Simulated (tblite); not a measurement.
C₅H₇OS₂ (doublet state).
Z-matrix (Å and degrees, GFN2-xTB geometry), rows numbered from 1:
```
C 
O   1  1.4082
C   2  1.3401  1  117.25
C   3  1.3868  2  124.29  1   179.54
C   4  1.3727  3  114.34  2   179.06
C   5  1.4610  4  114.40  3    -5.94
S   6  1.9068  5  111.05  4  -111.40
S   3  1.7487  2  123.52  1     0.04
H   1  1.0879  2  106.17  3  -178.94
H   1  1.0946  2  110.95  3   -59.47
H   1  1.0945  2  110.96  3    61.59
H   4  1.0750  3  121.29  2    -1.81
H   5  1.0733  4  125.13  3  -178.44
H   6  1.0876  5  117.14  4   133.00
H   7  1.3302  6   94.91  5    49.85
```

All values are computed: GFN2-xTB (tblite) harmonic vibrations without scaling, gas phase. The method is semi-empirical: single wavenumbers can be off by several per cent or more. Modes of hydrogen on sulfur can be 10 to 20 % off. One conformer, not necessarily the lowest. Open shells enter through the occupations alone, without spin polarisation, and single modes of such species can be off by tens of per cent.

Harmonic wavenumbers (cm⁻¹): 59.2, 79.4, 158.8, 169.7, 201.4, 229.7, 243.1, 315.3, 419.3, 435.3, 512.7, 538.7, 626.9, 654.9, 674.9, 735.4, 818.7, 833.9, 1011.4, 1029.2, 1079.9, 1118.2, 1124.8, 1130.8, 1148.9, 1197.4, 1244.6, 1399.2, 1437.1, 1452.4, 1463.8, 1490.3, 2447.6, 2939.5, 2955.4, 2985.7, 3038.6, 3135.6, 3153.6.

A = 3066, B = 919.8, C = 801.3 MHz; mass 146.994 u (most abundant isotopes); point group C1, symmetry number 1; spin multiplicity 2.

Task: Zero-point energy?

Result: ½Σν̃ = 22846 cm⁻¹ = 65.32 kcal/mol.

Task: Give the ideal-gas entropy at 273.15 K and 1 bar in the rigid-rotor, harmonic-oscillator model (classical rotation).

Result: Translation 40.46, rotation 29.08, vibration 23.47, spin (R ln 2) 1.38: S = 94.4 cal/(mol K).

Task: And Cp and H(273.15 K) − H(0)?

Result: Cp = 33.44 cal/(mol K), of which vibrations give 25.49 (their classical limit is 39 R = 77.5); H(273.15 K) − H(0) = 5.69 kcal/mol without the zero-point energy, 3.52 from vibrations.

Task: Blend soft modes into free rotors: weight 1/[1 + (100 cm⁻¹/ν̃)⁴] for the oscillator and the rest for a rotor with moment μB/(μ + B), μ = h/(8π²ν), B = 10⁻⁴⁴ kg m². What vibrational entropy results?

Result: 22.05 cal/(mol K) in place of 23.47, which changes −T·S at 273.15 K by +0.39 kcal/mol.

Task: How do the functions run with temperature in this model?

Result: 
```tsv
T (K)	S (cal/(mol K))	Cp (cal/(mol K))	H − H(0) (kcal/mol)	G − H(0) (kcal/mol)	ln q(vib)
100	69.7	17.8	1.22	-5.75	1.28
200	85.0	27.1	3.48	-13.52	3.59
300	97.6	35.7	6.62	-22.67	5.96
500	119.4	49.7	15.24	-44.43	10.61
800	145.7	62.2	32.22	-84.36	17.08
1000	160.2	67.5	45.22	-114.98	20.98
```

q(vib) and H(0) count from the zero-point level.

Task: Which modes carry the vibrational entropy at 273.15 K?

Result: 59.2 cm⁻¹: 4.31; 79.4 cm⁻¹: 3.73; 158.8 cm⁻¹: 2.40; 169.7 cm⁻¹: 2.28; 201.4 cm⁻¹: 1.96; 229.7 cm⁻¹: 1.73 cal/(mol K); the other 33 give 7.07 together.

Hindered rotation and anharmonicity are outside this model. Other conformers, if any are populated, would add a mixing term that is left out. The structure is chiral; the term R ln 2 for an equal mix with its mirror image is left out.

Time: 0.56 s. Hardware: an Arm Neoverse V1 with one thread, on a shared host. This covers the Hessian and the dipole derivatives.
